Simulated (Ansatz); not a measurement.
Consider the atomization: `CN[SiH2][SeH]` → C• + 7 H• + N• + Se• + Si•.

Program: Ansatz. Geometries: PBE0-D4/def2-TZVP. ΔE: electronic, gas phase. CCSD(T)/CBS adds triple-zeta CCSD(T) − MP2 to the extrapolated MP2 energy (def2 sets, frozen cores). This one scheme is used for every species, atoms too. For atomizations the MP2-based limit and the directly extrapolated one differ by several kJ/mol either way, and by 10 to 25 for some Ge, Se and Sn compounds, so smaller differences from it don't rank the levels. Functionals use def2-TZVPP. No spin–orbit coupling; open shells (•) take unrestricted orbitals. Spin–orbit coupling would lower the free atoms: a little for C, Si; clearly for Se. For Se outer-core shells are correlated without core-valence functions, so the limit isn't a true one: a few kJ/mol of doubt a bond, and 10 to 20 or more in all where bonds break to atoms. Scalar relativity is left out up to krypton. One conformer a species, not always the lowest.

`CN[SiH2][SeH]`:

Z-matrix (Å, degrees):
```
C
N 1 1.449
H 1 1.097 2 113.3
H 1 1.093 2 110.7 3 122.2
H 1 1.093 2 109.5 3 -119.8
Si 2 1.707 1 123.3 3 84.1
H 2 1.008 1 113.7 3 -68.3
Se 6 2.295 2 117.1 1 -58.8
H 6 1.484 2 109.6 1 55.8
H 6 1.482 2 106.4 1 178.2
H 8 1.469 6 93.5 2 -68.2
```

```csv
level,ΔE (kcal/mol)
LDA (SPW92),988.7
revPBE-D4,861.9
ωB97M-V,872.7
LC-ωPBE,861.6
```

Task: What does CCSD(T)/CBS give? (Best estimate.)

Result: The calculation gave: +874.0 kcal/mol. The listed levels differ from it by 114.7, -12.1, -1.3, -12.4 kcal/mol.

Largest T1 diagnostic among the species: 0.012.

From r2SCAN to r2SCAN0 (25 % exact exchange), in def2-TZVPP and without D4, ΔE moves by −10.4 kcal/mol: exact exchange takes away binding that semilocal exchange gives to molecules. Leaving LDA and LC-ωPBE aside and taking each functional with its dispersion term where it has one, the values, not all of them listed here, spread over 27.3 kcal/mol, from BHLYP-D4 to PBE-D4. LDA lies +114.1 kcal/mol from PBE without D4, its usual overbinding.
